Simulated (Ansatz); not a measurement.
The cluster TiO4 (the lowest singlet isomer of a short search) was relaxed with PBE0-D4 (def2-SVP) in Ansatz in these states: neutral quintet, neutral singlet, neutral triplet. The geometries follow in no particular order.

A:

| atom | x (Å) | y (Å) | z (Å) |
| --- | --- | --- | --- |
| Ti1 | 0.000 | 0.000 | 0.001 |
| O2 | 1.107 | -1.328 | 0.519 |
| O3 | 0.579 | -1.509 | -0.803 |
| O4 | -0.286 | 1.777 | -0.133 |
| O5 | -1.400 | 1.060 | 0.416 |

B:

| atom | x (Å) | y (Å) | z (Å) |
| --- | --- | --- | --- |
| Ti1 | -0.108 | -0.031 | -0.005 |
| O2 | 1.710 | 0.732 | -0.542 |
| O3 | 1.737 | 0.454 | 0.729 |
| O4 | -1.430 | -1.235 | -0.239 |
| O5 | -1.909 | 0.080 | 0.057 |

C:

```
atom   x (Å)   y (Å)   z (Å)
 Ti1   0.000   0.000   0.000
  O2   0.405  -1.954   0.330
  O3   0.792  -1.268   1.362
  O4  -1.184   1.535  -0.576
  O5  -0.013   1.687  -1.117
```

Q: Judge from the bond lengths which geometry belongs to which state (an estimate).

A: A is the neutral singlet (Ti1–O3 1.805 Å, Ti1–O2 1.805 Å, Ti1–O4 1.805 Å); B is the neutral triplet (Ti1–O3 2.044 Å, Ti1–O2 2.044 Å, Ti1–O4 1.804 Å); C is the neutral quintet (Ti1–O3 2.023 Å, Ti1–O2 2.023 Å, Ti1–O4 2.023 Å).

At PBE0-D4/def2-TZVP a singlet lies 0.97 eV below the neutral triplet. At PBE0-D4/def2-TZVP a singlet lies 2.30 eV below the neutral quintet. These are the stationary points nearest to one start from a short search; other shapes may lie lower in each state.
